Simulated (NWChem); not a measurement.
# CCl₂, singlet; SMILES Cl[C]Cl

Low-valent species are run as closed-shell singlets; no triplet was tried in these runs.

Give the equilibrium geometry at PBE0-D3(BJ)/def2-TZVP (NWChem) as a Z-matrix, with the point group.

point group C2v; any orientation.
```
C
Cl 1 1.7080
Cl 1 1.7080 2 109.49
```
